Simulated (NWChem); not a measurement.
Si2H4F2; SMILES F[SiH2][SiH2]F

```xyz
8

Si    -1.1267     0.3411     0.4084
F     -1.9198    -0.3527    -0.8549
Si     1.1267    -0.3411     0.4084
F      1.9198     0.3527    -0.8549
H     -1.2497     1.8348     0.2887
H     -1.7794    -0.1118     1.6880
H      1.2497    -1.8348     0.2887
H      1.7794     0.1118     1.6880
```
Atoms are numbered in this order, from 1.

Computed with NWChem. Geometry: optimised at PBE-D3(BJ)/def2-SVP.

For level PBE0/cc-pVDZ:

```
Quantity          Result
----------------  ------
orbital gap (eV)    7.64
```

Task: Estimate the same quantities for level PBE0/aug-cc-pVDZ.

Result: 
| Quantity | Value |
|---|---|
| orbital gap (eV) | 7.41 |
